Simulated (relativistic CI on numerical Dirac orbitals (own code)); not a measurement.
## Line list: Forbidden lines, Lu⁴⁶⁺

Computed by Dirac-Coulomb-Breit CI, separate exchange-only KLI orbitals for each configuration, model QED (radiative potential, 1s self-energy scaled to tabulated hydrogen-like ionisation energies), unscaled Slater integrals (own radial code, finite nucleus).

CI space (outside the closed core [Ne]): 3s2 3p6 3d7, 3s2 3p5 3d8, 3s2 3p4 3d9, 3s 3p6 3d8, 3p6 3d9, 3s 3p5 3d9, 3s2 3p6 3d6 4s, 3s2 3p6 3d6 4p, 3s2 3p4 3d8 4s, 3s2 3p6 3d6 4d, 3s2 3p4 3d8 4p, 3s2 3p5 3d7 4s, 3s2 3p6 3d6 4f, 3s2 3p4 3d8 4d, 3s 3p5 3d8 4s, 3s2 3p5 3d7 4p, 3s 3p5 3d8 4p, 3s2 3p5 3d7 4d, 3s2 3p6 3d5 4s2, 3s 3p5 3d8 4d, 3s 3p6 3d7 4s, 3p6 3d8 4s, 3s2 3p6 3d5 4s 4p, 3s2 3p5 3d7 4f, 3p6 3d8 4p, 3s 3p6 3d7 4p, 3s2 3p6 3d6 5s, 3s2 3p6 3d5 4p2, 3s2 3p6 3d6 5p, 3p6 3d8 4d, 3s2 3p5 3d6 4s2, 3s2 3p6 3d6 5d, 3s2 3p6 3d6 5f, 3s 3p6 3d6 4s2, 3s2 3p5 3d7 5s, 3s2 3p6 3d6 6s. Levels of other configurations are missing.

```
λ vac (Å)                    Lower                         Upper  Type   A (s⁻¹)        gf  Branching (%)
   7.7341   3s2 3p6 3d7 4F_9/2 [1]  3s2 3p6 3d6 4s 4H_13/2 [142]    E2  4.48e+09  5.63e-04           59.8
   7.7362   3s2 3p6 3d7 4F_9/2 [1]  3s2 3p6 3d6 4s 4G_11/2 [141]    E2  2.69e+09  2.90e-04           41.0
   7.7594   3s2 3p6 3d7 4F_9/2 [1]   3s2 3p6 3d6 4s 4D_7/2 [138]    E2  2.58e+09  1.86e-04           12.7
   7.7664   3s2 3p6 3d7 4F_9/2 [1]   3s2 3p6 3d6 4s 4D_5/2 [137]    E2  3.51e+09  1.90e-04           16.1
   7.7731   3s2 3p6 3d7 4F_9/2 [1]   3s2 3p6 3d6 4s 6D_9/2 [136]    E2  2.55e+09  2.31e-04           33.2
   7.9968   3s2 3p6 3d7 4F_9/2 [1]   3s2 3p6 3d6 4s 4P_5/2 [128]    E2  5.05e+09  2.91e-04           29.3
   8.0047   3s2 3p6 3d7 2D_5/2 [3]   3s2 3p6 3d6 4s 4P_1/2 [132]    E2  9.05e+09  1.74e-04           31.2
   8.0196   3s2 3p6 3d7 4F_9/2 [1]   3s2 3p6 3d6 4s 2F_7/2 [126]    E2  8.76e+09  6.75e-04           34.6
   8.0229   3s2 3p6 3d7 2H_9/2 [5]   3s2 3p6 3d6 4s 2G_9/2 [143]    E2  5.95e+09  5.74e-04           33.2
   8.0262   3s2 3p6 3d7 4F_7/2 [4]   3s2 3p6 3d6 4s 4D_7/2 [138]    E2  5.05e+09  3.90e-04           24.8
   8.0336   3s2 3p6 3d7 4F_7/2 [4]   3s2 3p6 3d6 4s 4D_5/2 [137]    E2  5.17e+09  3.00e-04           23.8
   8.0371   3s2 3p6 3d7 2H_9/2 [5]  3s2 3p6 3d6 4s 4G_11/2 [141]    E2  2.09e+09  2.43e-04           31.8
   8.0377   3s2 3p6 3d7 4F_9/2 [1]   3s2 3p6 3d6 4s 4F_9/2 [125]    E2  4.13e+09  4.00e-04           38.0
   8.0484   3s2 3p6 3d7 2P_3/2 [2]   3s2 3p6 3d6 4s 2P_3/2 [131]    E2  8.62e+09  3.35e-04           38.2
   8.0755   3s2 3p6 3d7 4P_3/2 [6]   3s2 3p6 3d6 4s 4D_7/2 [138]    E2  2.82e+09  2.21e-04           13.9
   8.0767  3s2 3p6 3d7 2H_11/2 [9]  3s2 3p6 3d6 4s 4H_13/2 [142]    E2  2.14e+09  2.93e-04           28.5
   8.0822   3s2 3p6 3d7 2D_5/2 [3]   3s2 3p6 3d6 4s 2P_3/2 [131]    E2  4.44e+09  1.74e-04           19.7
   8.0825   3s2 3p6 3d7 2P_3/2 [2]   3s2 3p6 3d6 4s 2F_7/2 [126]    E2  1.96e+09  1.53e-04            7.7
   8.0938   3s2 3p6 3d7 4P_5/2 [7]   3s2 3p6 3d6 4s 4D_5/2 [137]    E2  4.12e+09  2.43e-04           19.0
   8.1165   3s2 3p6 3d7 2D_5/2 [3]   3s2 3p6 3d6 4s 2F_7/2 [126]    E2  4.50e+09  3.56e-04           17.8
```

Terms are leading LS components. Brackets give the number of a level in order of energy, since labels repeat. The list gives strong lines, with weight on those to low levels, among the lowest 400 of 9866 levels, so that lines to higher ones, which can be the strongest, are missing. Levels whose partners in the same complex of configurations lie outside the list can be far off, and so can their lines. Rates are taken at the computed energies, electric ones in the length gauge.

At this charge energies of transitions that change n are usually good to better than 1 %, and those within a shell (Δn = 0) to a few per cent.

LS names give the leading component of a level, which can be under half, so a name can repeat, a term be missing and a line seem to break the LS rules.
